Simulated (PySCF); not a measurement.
## Working out the ionisation energy of Ti

Ti [Ar] 3d2 4s2 (3F) → Ti⁺ [Ar] 3d2 4s1 (4F). All numbers are calculated (PySCF 2.14, scalar relativity by spin-free X2C-1e, in x2c-TZVPPall (6s5p4d2f1g, 64 functions)). Frozen: [Ar]. Energies in hartree (1 hartree = 27.21139 eV):

| part | Ti (lower) | Ti⁺ (upper) |
| --- | --- | --- |
| UHF | -852.739232 | -852.534891 |
| CCSD correlation | -0.052487 | -0.013860 |
| (T) | -0.001798 | -0.000084 |

What does Hartree-Fock give?

(-852.534891) − (-852.739232) = 0.204341 hartree = 5.560 eV.

What do CCSD and CCSD(T) give?

The CCSD correlation energies differ by 0.038627 hartree = 1.051 eV and the triples by 0.001714 hartree = 0.047 eV, so CCSD gives 6.611 eV and CCSD(T) 6.658 eV.

Measured between the centres of the two terms (NIST): 6.828 eV, so CCSD(T) (valence) is off by -0.170 eV.

What remains against the reference includes basis incompleteness, the frozen core and higher excitations.
